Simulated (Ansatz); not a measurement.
This singlet lies 1.52 eV below the relaxed triplet at the level frozen-core CCSD(T)/cc-pVTZ // B3LYP-D3(BJ)/def2-TZVP (Ansatz, a first-principles code).

Calculation: B3LYP-D3(BJ)/def2-TZVP run with Ansatz. No frequencies were computed at this level.

Ansatz 0.2 input:
```yaml
crystal:
  periodic: [false, false, false]
  atoms:
    - { symbol: C, position_ang: [-0.867766, 0.189718, 0.189102] }
    - { symbol: Si, position_ang: [0.014813, -1.492824, -0.08506] }
    - { symbol: S, position_ang: [2.100754, -0.803203, -0.095151] }
    - { symbol: H, position_ang: [-1.947347, 0.060564, 0.230004] }
    - { symbol: H, position_ang: [-0.653478, 0.891341, -0.618313] }
    - { symbol: H, position_ang: [-0.559352, 0.657691, 1.12503] }
    - { symbol: H, position_ang: [1.912378, 0.496714, 0.094406] }
basis:
  gaussian: { orbitals: def2-tzvp }
hamiltonian:
  xc: b3lyp
  dispersion: d3bj
relax:
  max_steps: 150
```

Output:

```
Functional definition: B3LYP
888 factors; their error is unknown
mean field evaluation 1: about -19809.6374 eV, gradient 5.7e1 eV
mean field evaluation 2: about -19802.7839 eV, gradient 7.0e1 eV
mean field evaluation 4: about -19817.0770 eV, gradient 4.2e0 eV
mean field evaluation 8: about -19817.1624 eV, gradient 2.4e-1 eV
mean field evaluation 16: about -19817.1625 eV, gradient 3.3e-5 eV
mean field -19817.16249798 eV, -728.2672892456 hartree, gradient 3.3e-5 eV, S^2 0.000000; 0 other end points of the search recorded, 0 dependent functions left out
reference -19817.16272806 eV, -728.2672977010 hartree; 20, 20 occupied and 109, 109 virtual orbitals, 888 factors
relax step   1: F+E_penalty+E_count = -19817.45904526 eV  Δ(F+E_penalty+E_count) = +0.000e0 eV  max|allowed force component| = 6.605e-1 eV/Å  Δτ_max = 0.0000 Å  (27 SCF iters, accepted)
these checks for a lower state are left out or cut short: starts, cluster_reference, orbital_swaps, neighbouring_geometries, increment
888 factors; their error is unknown
mean field -19817.17772593 eV, -728.2678488624 hartree, gradient 1.3e-5 eV, S^2 0.000000; 0 other end points of the search recorded, 0 dependent functions left out
reference -19817.17795583 eV, -728.2678573110 hartree; 20, 20 occupied and 109, 109 virtual orbitals, 888 factors
relax step   2: F+E_penalty+E_count = -19817.47583866 eV  Δ(F+E_penalty+E_count) = -1.679e-2 eV  max|allowed force component| = 3.040e-1 eV/Å  Δτ_max = 0.0275 Å  (31 SCF iters, accepted)
these checks for a lower state are left out or cut short: starts, cluster_reference, orbital_swaps, neighbouring_geometries, increment
888 factors; their error is unknown
mean field -19817.18011669 eV, -728.2679367212 hartree, gradient 1.3e-5 eV, S^2 0.000000; 0 other end points of the search recorded, 0 dependent functions left out
reference -19817.18034665 eV, -728.2679451720 hartree; 20, 20 occupied and 109, 109 virtual orbitals, 888 factors
relax step   3: F+E_penalty+E_count = -19817.47798853 eV  Δ(F+E_penalty+E_count) = -2.150e-3 eV  max|allowed force component| = 7.697e-2 eV/Å  Δτ_max = 0.0177 Å  (31 SCF iters, accepted)
these checks for a lower state are left out or cut short: starts, cluster_reference, orbital_swaps, neighbouring_geometries, increment
888 factors; their error is unknown
mean field evaluation 32: about -19817.1429 eV, gradient 1.9e-3 eV
mean field -19817.18052906 eV, -728.2679518757 hartree, gradient 1.3e-5 eV, S^2 0.000000; 0 other end points of the search recorded, 0 dependent functions left out
reference -19817.18075916 eV, -728.2679603316 hartree; 20, 20 occupied and 109, 109 virtual orbitals, 888 factors
relax step   4: F+E_penalty+E_count = -19817.47870616 eV  Δ(F+E_penalty+E_count) = -7.176e-4 eV  max|allowed force component| = 3.139e-2 eV/Å  Δτ_max = 0.0175 Å  (31 SCF iters, accepted)
these checks for a lower state are left out or cut short: starts, cluster_reference, orbital_swaps, neighbouring_geometries, increment
888 factors; their error is unknown
mean field -19817.18064841 eV, -728.2679562616 hartree, gradient 1.3e-5 eV, S^2 0.000000; 0 other end points of the search recorded, 0 dependent functions left out
reference -19817.18087840 eV, -728.2679647134 hartree; 20, 20 occupied and 109, 109 virtual orbitals, 888 factors
relax step   5: F+E_penalty+E_count = -19817.47887107 eV  Δ(F+E_penalty+E_count) = -1.649e-4 eV  max|allowed force component| = 6.257e-3 eV/Å  Δτ_max = 0.0094 Å  (32 SCF iters, accepted)
888 factors; their error is unknown
mean field -19817.18064841 eV, -728.2679562616 hartree, gradient 2.6e-5 eV, S^2 0.000000; 1 other end points of the search recorded, 0 dependent functions left out
reference -19817.18087840 eV, -728.2679647134 hartree; 20, 20 occupied and 109, 109 virtual orbitals, 888 factors
Total energy: -19817.47910106 eV, -728.2789241941 hartree
Atom 0 at    -0.868102     0.187132     0.189358 Å, force     0.001840    -0.006257    -0.002195 eV/Å
Atom 1 at     0.020317    -1.481844    -0.082873 Å, force     0.000534     0.003020     0.001151 eV/Å
Atom 2 at     2.066322    -0.810450    -0.094137 Å, force    -0.001568    -0.001232    -0.000467 eV/Å
Atom 3 at    -1.950818     0.054009     0.227359 Å, force    -0.000352     0.001551     0.000497 eV/Å
Atom 4 at    -0.635269     0.885260    -0.620590 Å, force    -0.000283     0.001409     0.000081 eV/Å
Atom 5 at    -0.544678     0.650089     1.126674 Å, force     0.000017     0.000586     0.000478 eV/Å
Atom 6 at     1.912230     0.515804     0.094227 Å, force    -0.000188     0.000922     0.000454 eV/Å
Dipole moment:    -0.209720     0.330293     0.055520 e Å
```

Cost: about 16 core-seconds (a rough figure).
